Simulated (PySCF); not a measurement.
# Low-lying terms of Pd (palladium, neutral)

Ground state [Kr] 4d10, ¹S. Computed with PySCF 2.14 in aug-cc-pVTZ-DK with one added diffuse shell each of s, p, d, f, g type (10s9p7d4f3g, 127 functions), with scalar relativity by spin-free X2C-1e. Vertical excitation energies in eV without spin-orbit coupling; excited terms of each kind are numbered among those the solver found. Frozen: [Kr].

```csv
term,leading excitation,EOM-EE-CCSD
1 3D,4d → s,1.044
1 1D,4d → s,1.452
```

The spin-orbit splitting of the hole, absent here, rivals or exceeds the spacing of these terms, so the LS terms are model states.

Only the lower part of the computed list is shown. The solver can miss terms. Rydberg members are limited by the diffuse functions of the basis.
